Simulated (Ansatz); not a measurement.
The same ligand exchange along the group F, Cl, Br.

Computed with Ansatz on PBE0-D4/def2-TZVP structures; ΔE is electronic, products minus reactants. CBS: MP2 limit from def2 TZ/QZ plus the TZ coupled-cluster correction, frozen cores. This one scheme is used for every species. Functionals use def2-TZVPP. B3LYP here is the variant with VWN-RPA as its local correlation; programs differ in this. For Br outer-core shells are correlated without core-valence functions, which leaves a few kJ/mol of doubt a bond. Scalar relativity is left out up to krypton. One conformer a species, not always the lowest.

```
                                                     reaction  B3LYP-D4 (eV)  MP2/CBS(def2) (eV)  PBE-D4 (eV)  CCSD/CBS(def2) (eV)  CCSD(T)/CBS(def2) (eV)
 `C[SiH2]F` + `[BH2][AlH][OH]` → `[BH2][AlH][O][SiH2]C` + H–F           0.25                0.21         0.27                 0.23                    0.22
`C[SiH2]Cl` + `[BH2][AlH][OH]` → `[BH2][AlH][O][SiH2]C` + HCl          -0.16               -0.09        -0.03                -0.15                   -0.13
`C[SiH2]Br` + `[BH2][AlH][OH]` → `[BH2][AlH][O][SiH2]C` + HBr          -0.20               -0.08        -0.05                -0.15                   -0.14
```

Largest T1 diagnostic: 0.012, for `[BH2][AlH][OH]`.
